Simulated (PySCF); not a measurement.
Computed shifts of a molecule C3H7NOSi, KT2/pcSseg-1 in PySCF, GIAO, gas phase, atoms alike by connectivity averaged where their shifts nearly agree, in ppm (number of nuclei): ¹⁵N: 290.4 (1). ¹³C: 111.1 (1), 69.7 (1), 25.2 (1). ²⁹Si: -25.2 (1). ¹H: 5.27 (3), 4.11 (2), 2.77 (2). References: ¹⁵N against NH3 (σ = 266.2 ppm); ¹³C against TMS (σ = 185.1 ppm); ¹⁷O against H2O (σ = 330.4 ppm); ²⁹Si against TMS (σ = 361.9 ppm); ¹H against TMS (σ = 31.47 ppm), references at their B3LYP-D3(BJ)/def2-TZVP geometries, non-relativistic. Geometry: r2SCAN-D4/def2-SVP. Other conformers were not sampled.

Q: Which molecule gave these data?
A) C#C[Si@H](O)CN
B) N#CCCO[SiH3]
C) COC1=N[SiH2]C1
D) C/N=C(\[SiH3])C=O

A: B, N#CCCO[SiH3]
